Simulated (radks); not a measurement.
Values are calculated unless marked as measured or tabulated.
Ionisation of Mg8+, [He] 2s2, to Mg9+, [He] 2s1, under several functionals. Non-relativistic Kohn-Sham, spin-polarised, spherical densities, point nucleus; open shells are filled with parallel spins first; a radial shooting solver on a logarithmic mesh with Libxc functionals.

| functional | E(Mg8+) (hartree) | Exc (hartree) | IE (eV) | -e(HOMO) (eV) | <r> HOMO (bohr) | IE error (eV) |
|---|---|---|---|---|---|---|
| r2SCAN | -162.02929 | -9.29428 | 324.00 | 309.84 | 0.5741 | -4.0 |
| exchange-only B88 | -161.95320 | -9.21550 | 323.84 | 307.95 | 0.5731 | -4.2 |
| LDA (Slater exchange, VWN5 correlation) | -161.16326 | -8.39863 | 324.29 | 307.96 | 0.5742 | -3.7 |
| RPBE | -162.12322 | -9.38860 | 325.54 | 309.11 | 0.5732 | -2.4 |
| PBE | -161.98504 | -9.24595 | 325.33 | 308.99 | 0.5731 | -2.7 |
| AM05 | -161.35999 | -8.60218 | 324.07 | 308.04 | 0.5740 | -3.9 |
| SOGGA | -161.58048 | -8.83077 | 324.29 | 308.20 | 0.5737 | -3.7 |
| B86b exchange with PBE correlation | -162.06394 | -9.32709 | 325.45 | 309.16 | 0.5729 | -2.5 |

NIST Atomic Spectra Database: 327.99 eV (semi-empirical). Closest: RPBE. The Delta-SCF values span 1.70 eV, the total energies 0.96 hartree. The highest occupied level is 2s.
